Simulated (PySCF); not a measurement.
## Calculated data, AlBClH2O, B2H5OSi

All values are calculated (PySCF 2.14.0). Calculation on a computer-drawn molecule: optimised geometry and harmonic frequencies of an isolated molecule of the commonest isotopes, restricted reference for singlets and unrestricted otherwise, frozen core in MP2.

Common to all runs: charge 0; multiplicity 2; basis cc-pV(D+d)Z.

```json
{"entry": 1, "formula": "AlBClH2O", "start_structure": {"atoms_angstrom": [["B", 1.4486, -2.2801, 1.4567], ["O", 1.3026, -1.7092, 0.2669], ["Al", 1.3686, -1.0751, -1.2886], ["Cl", 2.8114, 0.3956, -1.6901], ["H", 0.8491, -1.9275, 2.4444], ["H", 0.3804, -1.5569, -2.3867]]}, "given": {"method": "MP2", "drawn_bonds_atom": [1, 2, 3, 1, 3], "drawn_bonds_other_atom": [2, 3, 4, 5, 6], "drawn_bonds_order": [1, 1, 1, 1, 1]}, "results": {"optimised_atom_element": ["B", "O", "Al", "Cl", "H", "H"], "optimised_atom_x [angstrom]": [1.459, 1.213, 1.372, 2.837, 0.8741, 0.4062], "optimised_atom_y [angstrom]": [-2.261, -1.61, -1.055, 0.3847, -2.018, -1.593], "optimised_atom_z [angstrom]": [1.448, 0.302, -1.311, -1.718, 2.486, -2.405], "modes_frequency [cm^-1]": [57.36, 75.43, 205.4, 249.9, 482.4, 522.1, 649.2, 722.4, 1018, 1403, 2066, 2577], "modes_reduced_mass [dalton]": [7.878, 4.047, 4.424, 1.433, 1.263, 12.02, 1.328, 3.471, 1.299, 11.14, 1.044, 1.093], "rotational_constants [GHz]": [14.21, 2.211, 1.929], "total_energy [hartree]": -802.6909, "spin_squared": 0.7538, "convergence_status_largest_gradient_component [hartree/bohr]": 3.854e-05}}
{"entry": 2, "formula": "B2H5OSi", "start_structure": {"atoms_angstrom": [["B", 1.3109, -1.0533, -2.2341], ["Si", -0.0117, -0.8583, -1.0553], ["B", 0.8527, 0.7012, -0.0703], ["O", 0.661, 1.9498, -0.4298], ["H", 2.4813, -1.3018, -2.5926], ["H", -0.3654, -1.9257, -0.0446], ["H", -1.3838, -0.3871, -1.4434], ["H", 1.4722, 0.5563, 0.9072], ["H", 0.0988, 2.0683, -1.1921]]}, "given": {"method": "HF", "drawn_bonds_atom": [1, 2, 3, 1, 2, 2, 3, 4], "drawn_bonds_other_atom": [2, 3, 4, 5, 6, 7, 8, 9], "drawn_bonds_order": [1, 1, 1, 1, 1, 1, 1, 1]}, "results": {"optimised_atom_element": ["B", "Si", "B", "O", "H", "H", "H", "H", "H"], "optimised_atom_x [angstrom]": [1.465, 0.08178, 0.8487, 0.3667, 2.38, -0.2695, -1.171, 1.779, -0.3647], "optimised_atom_y [angstrom]": [-1.275, -0.7241, 0.8668, 2.122, -2.042, -1.826, -0.3211, 0.7211, 2.228], "optimised_atom_z [angstrom]": [-2.456, -1.097, -0.03083, -0.1184, -2.506, -0.1597, -1.797, 0.7178, -0.708], "modes_frequency [cm^-1]": [50.91, 144.3, 202.1, 254.7, 486.3, 521.8, 624.5, 678.2, 682.2, 758.9, 796.3, 922.2, 1030, 1084, 1255, 1389, 2256, 2266, 2684, 2769, 4156], "modes_reduced_mass [dalton]": [2.913, 1.489, 1.983, 2.405, 1.322, 1.465, 2.096, 2.361, 2.824, 1.193, 1.131, 1.292, 1.049, 1.121, 1.32, 6.164, 1.049, 1.031, 1.092, 1.096, 1.067], "rotational_constants [GHz]": [12.84, 2.87, 2.631], "total_energy [hartree]": -416.0323, "spin_squared": 0.7577, "convergence_status_largest_gradient_component [hartree/bohr]": 3.225e-05}}
```
